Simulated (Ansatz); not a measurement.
A single point on C3H9MoNOS2, SMILES `C[O][Mo](=[S])(=[S])[N](C)C`.

```yaml
crystal:
  periodic: [false, false, false]
  atoms:
    - {symbol: C, position_ang: [-0.860035, -1.884671, -2.498091]}
    - {symbol: O, position_ang: [-0.359733, -1.198129, -1.378671]}
    - {symbol: Mo, position_ang: [-0.828092, 0.374000, -0.508277]}
    - {symbol: S, position_ang: [-2.806578, 0.201140, 0.210260]}
    - {symbol: S, position_ang: [-0.688617, 1.979314, -1.873869]}
    - {symbol: N, position_ang: [0.398046, 0.611752, 0.940892]}
    - {symbol: C, position_ang: [0.167206, 0.133186, 2.293621]}
    - {symbol: C, position_ang: [1.646747, 1.347917, 0.834770]}
    - {symbol: H, position_ang: [-1.901612, -2.178747, -2.332461]}
    - {symbol: H, position_ang: [-0.253091, -2.779933, -2.653918]}
    - {symbol: H, position_ang: [-0.806660, -1.252005, -3.390161]}
    - {symbol: H, position_ang: [-0.770412, -0.414296, 2.357995]}
    - {symbol: H, position_ang: [0.984891, -0.530860, 2.598138]}
    - {symbol: H, position_ang: [0.131733, 0.977151, 2.993510]}
    - {symbol: H, position_ang: [1.805950, 1.700134, -0.181995]}
    - {symbol: H, position_ang: [2.485319, 0.701156, 1.118959]}
    - {symbol: H, position_ang: [1.635735, 2.212691, 1.509600]}
basis:
  gaussian: {orbitals: def2-QZVPP}
correlation: {method: mp2}
```

```sh
$ ansatz run in.yaml --threads 4 --pin off --events-out ev --progress --plain --max-ram 41984MiB --backend cuda --devices 0, --max-vram 37GiB
```

Output, abridged:

```
Functional definition: HF
4686 factors; integrals over basis functions are off by at most 8.0e-4 eV
mean field evaluation 1: about -30222.3771 eV, gradient 6.1e1 eV
mean field evaluation 2: about -30222.8336 eV, gradient 6.1e1 eV
mean field evaluation 4: about -30230.1785 eV, gradient 1.6e1 eV
mean field evaluation 8: about -30230.7805 eV, gradient 1.6e0 eV
mean field evaluation 16: about -30230.7902 eV, gradient 2.1e-6 eV
mean field -30230.79019641 eV, -1110.9610485526 hartree, gradient 2.6e-6 eV, S^2 0.000000; 2 other end points of the search recorded, 0 dependent functions left out; unrestricted orbitals would lower it
15 core orbitals not correlated: weight in the atoms' cores, before any rotation towards them, 1.000 or more for the frozen orbitals, at most 0.000 for the correlated occupied ones
reference -30230.79019641 eV, -1110.9610485526 hartree; 29, 29 occupied and 732, 732 virtual orbitals, 4686 factors
second order -57.52109050 eV of doubles, -0.00000000 eV of singles
Total energy: -30288.31128691 eV, -1113.0749096393 hartree
```

Hardware: 4 threads of an AMD EPYC 7R13 on a shared host and a share of an NVIDIA H100 80 GB. Wall time 8.5 s, peak host memory 1.4 GiB.
